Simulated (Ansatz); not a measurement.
Isolated molecules relaxed with PBE0-D4/def2-TZVP in Ansatz; ΔE leaves out vibrations. CCSD(T)/CBS adds triple-zeta CCSD(T) − MP2 to the extrapolated MP2 energy (def2 sets, frozen cores). DFT in def2-TZVPP. Each species was taken in one conformer, which may not be the lowest.

Consider the redistribution: `CO[SiH2]C[SiH3]` + `C=CCO[SiH3]` → `CO[SiH2]O[SiH3]` + `C=CCC[SiH3]`.

```tsv
level	ΔE (kJ/mol)
r2SCAN-D4	-152.4
PBE0-D4	-149.1
PBE	-139.3
HF/def2-TZVPP	-163.0
MP2/def2-TZVPP	-164.1
CCSD(T)/def2-TZVPP	-157.5
SCS-MP2/def2-QZVPP	-164.4
MP2/CBS(def2)	-166.2
```

(1) What does CCSD(T)/CBS give? (An estimate is asked.)

Largest T1 diagnostic among the species: 0.011.

Answers

(1) The calculation gave: -159.5 kJ/mol. The listed levels differ from it by 7.1, 10.4, 20.2, -3.5, -4.6, 2.0, -4.9, -6.7 kJ/mol.

The D4 term adds −5.3 kJ/mol with B3LYP and −3.2 kJ/mol with PBE0; it sums over pairs of atoms, weighted by their polarisabilities, and B3LYP, whose exchange is more repulsive, gets the larger term. From PBE to PBE0 (25 % exact exchange), in def2-TZVPP and without D4, ΔE moves by −6.6 kJ/mol.

B3LYP here is the variant with VWN-RPA as its local correlation; programs differ in this.
